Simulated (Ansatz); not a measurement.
Bond stretch in GaH, singlet.

Levels of theory: RKS-PBE = restricted PBE/aug-cc-pVTZ (Ansatz, a program for electronic structure); UKS-PBE = Ansatz with unrestricted PBE/aug-cc-pVTZ; UKS-PBE0 = unrestricted PBE0/aug-cc-pVTZ run with Ansatz; FCI = full CI/aug-cc-pVTZ, cores with 3d frozen in Ansatz.

Energies relative to the lowest point of each curve near equilibrium, in kJ/mol; the last columns give the error against full CI:

| R / Å | RKS-PBE | UKS-PBE | UKS-PBE0 | FCI | RKS-PBE − FCI | UKS-PBE − FCI | UKS-PBE0 − FCI |
|---|---|---|---|---|---|---|---|
| 1.27 | 142.1 | 142.1 | 138.6 | 148.7 | -6.6 | -6.6 | -10.1 |
| 1.35 | 81.8 | 81.8 | 78.5 | 85.3 | -3.5 | -3.5 | -6.8 |
| 1.42 | 46.5 | 46.5 | 43.5 | 48.1 | -1.7 | -1.7 | -4.6 |
| 1.51 | 18.3 | 18.3 | 16.2 | 18.7 | -0.4 | -0.4 | -2.5 |
| 1.58 | 6.4 | 6.4 | 5.1 | 6.3 | 0.0 | 0.0 | -1.3 |
| 1.62 | 2.5 | 2.5 | 1.7 | 2.4 | 0.1 | 0.1 | -0.7 |
| 1.68 | 0.0 | 0.0 | 0.0 | 0.0 | 0.0 | 0.0 | 0.0 |
| 1.73 | 0.3 | 0.3 | 1.0 | 0.6 | -0.3 | -0.3 | 0.5 |
| 1.79 | 3.0 | 3.0 | 4.6 | 3.7 | -0.7 | -0.7 | 0.9 |
| 1.85 | 7.7 | 7.7 | 10.3 | 8.9 | -1.2 | -1.2 | 1.4 |
| 1.95 | 18.8 | 18.8 | 23.0 | 21.0 | -2.2 | -2.2 | 2.0 |
| 2.07 | 35.7 | 35.7 | 41.9 | 39.2 | -3.5 | -3.5 | 2.7 |
| 2.28 | 70.0 | 70.0 | 79.7 | 75.3 | -5.3 | -5.3 | 4.4 |
| 2.53 | 112.4 | 112.4 | 126.1 | 118.8 | -6.4 | -6.4 | 7.3 |
| 2.77 | 150.6 | 150.6 | 168.1 | 157.0 | -6.4 | -6.4 | 11.1 |
| 2.98 | 180.8 | 180.8 | 199.5 | 186.3 | -5.5 | -5.5 | 13.2 |
| 3.34 | 224.6 | 220.9 | 234.0 | 226.1 | -1.4 | -5.1 | 8.0 |
| 3.66 | 255.6 | 242.2 | 252.2 | 250.5 | 5.1 | -8.3 | 1.7 |
| 4.14 | 290.0 | 260.8 | 267.0 | 271.2 | 18.8 | -10.5 | -4.3 |
| 4.53 | 309.6 | 269.2 | 272.0 | 278.9 | 30.8 | -9.7 | -6.9 |
| 4.94 | 324.4 | 274.4 | 273.8 | 282.5 | 41.9 | -8.0 | -8.6 |
| 5.97 | 344.9 | 277.2 | 274.7 | 284.8 | 60.1 | -7.5 | -10.1 |
| 6.68 | 351.7 | 277.3 | 274.8 | 285.0 | 66.6 | -7.7 | -10.2 |

RKS-PBE is furthest from FCI at 6.68 (66.6 kJ/mol, above); its mean absolute error over the points is 11.7 kJ/mol.

UKS-PBE is furthest from FCI at 4.14 (-10.5 kJ/mol, below); its mean absolute error over the points is 4.4 kJ/mol.

UKS-PBE0 is furthest from FCI at 2.98 (13.2 kJ/mol, above); its mean absolute error over the points is 5.2 kJ/mol.

The restricted form behind RKS-PBE keeps the bonding electrons paired and can't separate into open-shell fragments. The unrestricted determinant behind UKS-PBE is spin-contaminated at 3.34 to 6.68 Å (<S²> up to 1.0, against 0.00 for a pure singlet). The unrestricted determinant behind UKS-PBE0 is spin-contaminated at 2.98 to 6.68 Å (<S²> up to 1.0, against 0.00 for a pure singlet). Also computed but left out beside FCI, since their determinant holds another spin at the minimum (<S²> over 0.7 above the pure value): UHF/STO-3G.
